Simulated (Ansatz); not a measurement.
Gas-phase electronic energies from Ansatz, PBE0-D4/def2-TZVP geometries. CCSD(T)/CBS is the MP2 limit (def2-TZVPP, def2-QZVPP) plus CCSD(T) − MP2 in def2-TZVPP, frozen cores. This one scheme is used for every species, atoms too. Functionals use def2-TZVPP. No spin–orbit coupling; open shells (•) take unrestricted orbitals. Spin–orbit coupling would lower the free atoms: a little for B, C, Si. One conformer a species, not always the lowest.

`C=CBC[SiH3]` → B• + 3 C• + 9 H• + Si•  (atomization)

CCSD(T)/CBS gives +54.45 eV.

Q: Another level gave +52.69 eV. Which?
A. SCS-MP2/def2-TZVPP
B. HF/def2-TZVPP
C. CCSD/def2-TZVPP
D. PBE-D4/def2-TZVPP

A: C. CCSD/def2-TZVPP 52.69, SCS-MP2/def2-TZVPP 53.73, HF/def2-TZVPP 42.06, PBE-D4 55.23 eV.

Largest T1 diagnostic among the species: 0.014.

In def2-TZVPP, CCSD(T) changes the Hartree–Fock value by +11.25 eV (the triples alone add +0.62 eV) and MP2 by +11.67 eV; breaking electron pairs costs correlation energy, which Hartree–Fock lacks. The D4 term adds +0.48 eV with B3LYP and +0.25 eV with PBE0; it sums over pairs of atoms, weighted by their polarisabilities, and B3LYP, whose exchange is more repulsive, gets the larger term. From PBE to PBE0 (25 % exact exchange), in def2-TZVPP and without D4, ΔE moves by −0.43 eV: exact exchange takes away binding that semilocal exchange gives to molecules.

B3LYP here is the variant with VWN-RPA as its local correlation; programs differ in this.

For atomizations the MP2-based limit and the directly extrapolated one differ by several kJ/mol either way, and by 10 to 25 for some Ge, Se and Sn compounds, so smaller differences from it don't rank the levels.
